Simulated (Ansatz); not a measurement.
In₂P. Charge 0, multiplicity 2. Geometry r2SCAN-D4/def2-TZVP; atoms count from 1.

```xyz
3

In   -0.471    1.942    1.023
In   -0.139   -2.199   -0.430
P     0.610    0.257   -0.592
```

In the def2 sets In takes a core potential; there is no spin–orbit coupling. The structure comes from a short search, and lower isomers may exist.

**Question.** Estimate the Mulliken populations from the PBE0/def2-TZVP orbitals of Ansatz.

**Answer.** 
```json
{"atom": "In1", "charge (e)": "0.27", "spin (α − β)": "0.03"}
{"atom": "In2", "charge (e)": "0.27", "spin (α − β)": "0.03"}
{"atom": "P3", "charge (e)": "-0.53", "spin (α − β)": "0.93"}
```
Mulliken values depend strongly on the basis.

**Question.** Where does the spin sit?

**Answer.** Summed by element: In 0.07, P 0.93, of 1 unpaired in all. Largest on single atoms: P3 0.93, In2 0.03, In1 0.03.

**Question.** And the Mayer bond orders between heavy atoms (over 0.3)?

**Answer.** In1–P3 1.04 (2.57 Å); In2–P3 1.04 (2.57 Å).
